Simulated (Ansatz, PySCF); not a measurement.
This Ansatz (an electronic-structure program) input computes a B3LYP/def2-TZVPD energy:

Ansatz 0.2 input:
```yaml
crystal:
  periodic: [false, false, false]
  atoms:
    - {symbol: Li, position_ang: [-1.10544332, -0.64455546, -0.93118323]}
    - {symbol: C, position_ang: [0.27006175, 0.15746604, 0.22748971]}
    - {symbol: H, position_ang: [0.85191820, -0.59472364, 0.77579538]}
    - {symbol: H, position_ang: [-0.15466566, 0.82698661, 0.98665647]}
    - {symbol: H, position_ang: [0.99870689, 0.75660719, -0.33384040]}
basis:
  gaussian:
    orbitals: def2-TZVPD
hamiltonian:
  xc: {name: B3LYP}
output: {forces: true}
```

Task: Write an input for the same energy in PySCF and say what it gives.

Result: 
```python
from pyscf import gto, scf, dft

mol = gto.M(
    atom='''
    Li   -1.10544332   -0.64455546   -0.93118323
    C     0.27006175    0.15746604    0.22748971
    H     0.85191820   -0.59472364    0.77579538
    H    -0.15466566    0.82698661    0.98665647
    H     0.99870689    0.75660719   -0.33384040
    ''',
    basis='def2-tzvpd',
    charge=0,
    spin=0,
    verbose=4,
)

mf = dft.RKS(mol, xc='b3lyp').density_fit(auxbasis='def2-universal-jkfit')
mf.grids.level = 3
mf.conv_tol = 1e-9
mf.max_cycle = 100
mf.max_memory = 1500
mf.kernel()
if not mf.converged:
    mf = mf.newton()
    mf.kernel(mf.make_rdm1())
mf.analyze()
```
It gives -47.42466 Eh, and Ansatz -47.42462 Eh, a difference of 0.04 mEh, from the treatment of integrals and grids.
